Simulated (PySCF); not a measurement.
# Excitation energy of Te by level of theory

Te [Kr] 4d10 5s2 5p4 (3P) → Te [Kr] 4d10 5s1 5p5 (3P), as a difference of total energies. Calculation: PySCF 2.14, in x2c-TZVPPall with one added diffuse shell each of s, p, d, f type (9s7p5d3f, 76 functions); the spin-free X2C one-electron Hamiltonian (Gaussian nucleus). Correlated levels: valence: [Kr] 4d10 frozen; valence and next inner shell: [Ar] 3d10 frozen. The calculations carry no spin-orbit coupling.

```
           method  excitation energy (eV)
              UHF                   9.986
              LDA                   9.250
              PBE                   9.153
             PBE0                   9.395
           r2SCAN                   9.233
            HSE06                   9.400
          LC-wPBE                   9.774
            TPSSh                   9.253
          wB97M-V                   9.536
    MP2 (valence)                   9.241
SCS-MP2 (valence)                   9.141
```

Q: Estimate what SCS-MP2 (valence and next inner shell) gives.

A: 9.180 eV, closest to PBE among the rows shown.

Q: Estimate what MP2 (valence and next inner shell) gives.

A: 9.298 eV, closest to TPSSh among the rows shown.

A first-order spin-orbit estimate (lowest level to lowest level, LS coupling) adds -0.026 eV.

The upper state lies above the first ionisation limit, where it may autoionise and the basis confines it.
